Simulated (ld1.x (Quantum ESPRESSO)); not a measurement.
germanium: one change to a TM potential, before and after

- Element: germanium
- Generator: ld1.x (Quantum ESPRESSO) 7.5
- Type: norm-conserving Troullier–Martins (Kleinman–Bylander form)
- Functional: PBE
- Relativity: fully relativistic
- Frozen core: [Ar] 3d10
- Valence charge: 4
- Reference configuration: 4s2 4p1.75 (charge +0.25)
- Partial waves: 4s (bound): rc 1.50 bohr; 4p (bound): rc 1.90 bohr; 4d channel at 0.45 Ry: rc 1.75 bohr
- Local potential: all-electron potential smoothed inside 1.15 bohr (lloc = -1)
- Core correction: none

Open shells are filled in proportion to 2j + 1 (rel_dist='average').

All-electron outer shells of the reference configuration (PBE, scalar-relativistic, ld1.x):

| shell | level (eV) | outermost node (bohr) | outermost maximum (bohr) |
| --- | --- | --- | --- |
| 3d | -31.35 | – | 0.50 |
| 4s | -13.61 | 0.77 | 1.73 |
| 4p | -5.59 | 0.82 | 2.19 |

Change: wave 4d channel at 0.45 Ry: rc 1.75 bohr becomes 4d channel at 0.45 Ry: rc 1.26 bohr.

Cutoffs: the cutoffs (Ry, on a coarse ladder) from which the occupation-weighted sum of valence levels, in a spherical-Bessel basis at the reference potential, stays within 10 and 1 mRy of its value at 400 Ry; they do not see the model core or the augmentation charge, which bear on the density cutoff. Errors are all-electron minus pseudo energies relative to the spin-unpolarised reference configuration.

How do hardness, ghosts and transferability respond?

The potential gets neither clearly harder nor softer (30 Ry and 45 Ry → 30 Ry and 45 Ry); the bound ghosts move from s to d, s; the errors of the 7 common tests hardly move.

| quantity | base | changed |
| --- | --- | --- |
| cutoff, loose | 30 Ry | 30 Ry |
| cutoff, tight | 45 Ry | 45 Ry |
| bound ghosts | s | s, d3/2, d5/2 |
| error for 4s2 4p2, meV [ΔE -1.18 eV] | 0.0 | 0.0 |
| error for 4s2 4p1, meV [ΔE 6.26 eV] | -0.8 | -0.8 |
| error for 4s2 4p0, meV [ΔE 21.71 eV] | -5.0 | -5.0 |
| error for 4s1 4p0, meV [ΔE 56.50 eV] | +82 | +82 |
| error for 4s2 4p1.5, meV [ΔE 1.62 eV] | -0.1 | -0.1 |
| error for 4s0 4p4, meV [ΔE 15.01 eV] | +50 | +50 |
| error for 4s1 4p2, meV [ΔE 14.98 eV] | +9.9 | +9.9 |
| s: phases at 2.04 bohr within 0.05 rad from the reference energy up to (Ry; the scan ends near 5) | to the end of the scan | to the end of the scan |
| p1/2: phases at 2.04 bohr within 0.05 rad from the reference energy up to (Ry; the scan ends near 5) | 2.1 | 2.1 |
| p3/2: phases at 2.04 bohr within 0.05 rad from the reference energy up to (Ry; the scan ends near 5) | 1.9 | 1.9 |
| d3/2: phases at 2.04 bohr within 0.05 rad from the reference energy up to (Ry; the scan ends near 5) | 1.1 | 1.4 |
| d5/2: phases at 2.04 bohr within 0.05 rad from the reference energy up to (Ry; the scan ends near 5) | 1.1 | 1.4 |

 A true bound ghost makes a file unfit for plane-wave use even where its test errors are small: the radial tests pick states by their node count and pass the ghost by.
